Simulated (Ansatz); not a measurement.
```xyz
3

V     0.0000    0.0000    0.0000
N     0.0000    2.6790    0.0000
Si    0.0000   -3.1574    0.0000
```

Basis set: pcseg-2 (spherical functions). Charge 0, multiplicity 1.

Computed with Ansatz (development build ahead of 0.2.0); each method stands on the lowest determinant of its kind that the runs found. Restricted functionals stand beside restricted open-shell atoms, which can lie above the unrestricted atoms usual in DFT and then raise those values.

The atomization energy at this shape (free ground-state atoms in the same class of orbitals less the molecule, no zero-point energy) of singlet VSiN:

```tsv
method	atomization energy
ωB97X (unrestricted)	40.58 kcal/mol
```

What does ωB97X (restricted) give?

-60.96 kcal/mol. Caution: another spin multiplicity may lie lower. Caution for ωB97X (unrestricted): a free atom is spin contaminated; the unrestricted determinant is a mixture of spin states. Caution for ωB97X (restricted): an unrestricted determinant lies well below; the molecule lies well above its atoms at this level.

The shape needn't be a minimum at these levels.
